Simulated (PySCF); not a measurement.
Zr(Cl)2(OH)(NH2) (Cl2H3NOZr), SMILES [Zr]([NH2])([Cl])([OH])[Cl], multiplicity 1.

Geometry: B3LYP-D3(BJ)/def2-SVP. The spin state was assumed, not searched. The structure was generated by enumeration; whether it is a known compound was not checked. The def2 effective core potentials stand for the cores of Zr; spin–orbit coupling is left out. The values are those of a single conformer.

Level of theory: r2SCAN/def2-TZVP (PySCF).

| Item | Result |
|---|---|
| total energy | -1099.50401 hartree |
| point group | Cs |
| highest occupied level | -6.91 eV |
| lowest empty level | -2.14 eV |
| orbital gap | 4.77 eV |
| dipole moment | 3.65 D |
| quadrupole, principal values (traceless, Buckingham form, about the centre of nuclear charge) | -15.28, 1.67, 13.61 D·Å |
| mean static polarisability | 77.3 bohr³ (11.45 Å³) |
| polarisability, principal values | 70.7, 79.0, 82.1 bohr³ |
